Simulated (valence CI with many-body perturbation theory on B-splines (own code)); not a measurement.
**Se⁺ in brief**

Computed by relativistic CI+MBPT: five valence electrons over a frozen Dirac-Fock core [Ar] 3d10, radial functions for each j: 9 s, 9 p, 8 d, 6 f, 3 g, 1 h, with the one-electron correlation potential Σ1, the two-electron term Σ2, the three-electron term Σ3, Breit, model QED; selected CI, second order for the rest, scaled by the run's own slope (own B-spline code, finite nucleus).

Against 14 measured levels this calculation errs by 171 cm⁻¹ on average and by 343 at most. These come from a selection out of the NIST Handbook of Basic Atomic Spectroscopic Data. Levels without a partner in it may be off by more. Among the levels kept, up to 1500 cm⁻¹ of a level comes from second order outside the variational space, and about a tenth of that is noise between levels of different J, which matters for small intervals.

Rates and lifetimes use the calculated energies. Strong lines usually hold to 10 to 20 %, long lifetimes can be off by a factor of two.

(1) What is the ground level?

(2) Name the longest-lived excited levels whose lifetime is computed, and their main decay.

(3) How well does LS coupling describe the low levels?

(4) Among levels below 125568 cm⁻¹, which E1 lines absorb most strongly from the ground level?

(5) What are the static dipole polarisabilities of the lowest levels?

(6) What is the ionisation energy?

(7) Where does the other parity begin?

## Answers

(1) 4s2 4p3 4S°_3/2, composition 95 % 4s2 4p3 4S°, g = 1.996.

(2) 4s2 4p3 2D°_5/2 at 13816 cm⁻¹ lives 59.4 s, mostly by M1 to 4s2 4p3 4S°_3/2; 4s2 4p3 2D°_3/2 at 13214 cm⁻¹ lives 3.64 s, mostly by M1 to 4s2 4p3 4S°_3/2; 4s2 4p2 4d 4F_9/2 at 107273 cm⁻¹ lives 1.22 s, mostly by E2 to 4s2 4p2 5s 4P_5/2.

(3) Among the lowest 20 levels the leading LS term, summed over configurations, holds 92 % on average. For single configurations the figures are 76 % in LS and 53 % in jj coupling. Terms mix most in the J = 3/2 level at 101119 cm⁻¹, where the leading one holds 59 %.

(4) to 4s2 4p2 4d 4P_5/2 at 84.00 nm, f = 1.16; to 4s2 4p2 4d 4P_3/2 at 83.33 nm, f = 0.782; to 4s2 4p2 4d 4P_1/2 at 82.92 nm, f = 0.390.

(5) 4s2 4p3 4S°_3/2 13.8; 4s2 4p3 2D°_3/2 14.3 (tensor -0.29); 4s2 4p3 2D°_5/2 14.3 (tensor -0.10); 4s2 4p3 2P°_1/2 14.8 bohr³, of which the core gives 0.360.

(6) 21.128 eV; NIST lists 21.196 ± 0.01 eV (measured).

(7) At 4s 4p4 4P_5/2, 83553 cm⁻¹.
